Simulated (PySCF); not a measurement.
Species: C7H4ClFO.
Geometry (PBE0-D3(BJ)/def2-SVP, Å), atoms numbered from 1 in this order:
```
atom  x, y, z in Å
O1     3.009   -0.793    0.398
C2     2.326   -0.081   -0.266
Cl3    3.064    0.886   -1.553
C4     0.850    0.014   -0.122
C5     0.261   -0.990    0.666
C6    -1.107   -1.037    0.883
C7    -1.925   -0.056    0.317
C8    -1.369    0.958   -0.452
C9     0.005    0.994   -0.668
F10    0.478    1.998   -1.387
H11    0.926   -1.740    1.099
H12   -1.538   -1.834    1.493
H13   -3.005   -0.078    0.479
H14   -1.980    1.745   -0.897
```

All values: B3LYP/def2-SVPD (PySCF, non-relativistic), on one gas-phase PBE0-D3(BJ)/def2-SVP geometry that isn't relaxed in the solvent. The solvent is an IEF-PCM continuum (Bondi radii, 1.10 Å for H, scaled by 1.2). Only the electrostatic response of the medium enters.

Gas phase at B3LYP/def2-SVPD: HOMO -7.70 eV, LUMO -2.55 eV, dipole 4.29 D.

Question: What does the continuum do to the energy, the frontier levels and the dipole at B3LYP/def2-SVPD in chloroform and acetonitrile?

Answer: 
```csv
solvent,ε,E(solvent) − E(gas) (kcal/mol),polarisation term (kcal/mol),distortion of the solute (kcal/mol),HOMO (eV),LUMO (eV),dipole (D)
chloroform,4.711,-3.57,-4.07,0.50,-7.50,-2.48,5.32
acetonitrile,35.69,-4.93,-5.90,0.97,-7.44,-2.48,5.72
```

Polarisation term: ½ Σ q·V over the induced surface charges. Distortion: the rise of the solute's own energy as its density leaves the gas-phase optimum. From chloroform to acetonitrile the lowering changes by a factor 1.38, Onsager's factor (ε − 1)/(2ε + 1) by 1.35 and ε itself by 7.6.

Question: Which radius a makes the point-dipole formula ΔE = −[(ε − 1)/(2ε + 1)]·μ²/a³ give the value in acetonitrile, with the gas-phase dipole?

Answer: μ = 1.687 au and |ΔE| = 0.00785 Eh give a = 2.95 Å; the farthest nucleus lies 3.55 Å from the centroid of the nuclei, so such a sphere wouldn't even hold the nuclei. The formula assumes a rigid point dipole at the centre of a sphere.

Question: Give the dipole vector in the frame of the coordinates (D, pointing from negative to positive charge), gas and acetonitrile.

Answer: Gas (-4.22, -0.33, 0.69), solvent (-5.63, -0.43, 0.91). Its length changes by +33 % and its direction by less than 1°.

Question: How does the static polarisability (B3LYP/def2-SVPD, frozen core, with the continuum's full static response) change?

Answer: 
```
      medium  isotropic (au)  principal values (au)  ⟨r²⟩ of the electrons (bohr²)
         gas           100.3     57.8, 107.2, 135.9                         1616.5
  chloroform           127.9     71.2, 139.6, 172.9                         1615.8
acetonitrile           140.9     79.7, 154.9, 188.2                         1615.5
```

The isotropic value in acetonitrile is 1.41 times the gas-phase one; no cavity-field correction is applied. ⟨r²⟩ is taken about the centre of nuclear charge.
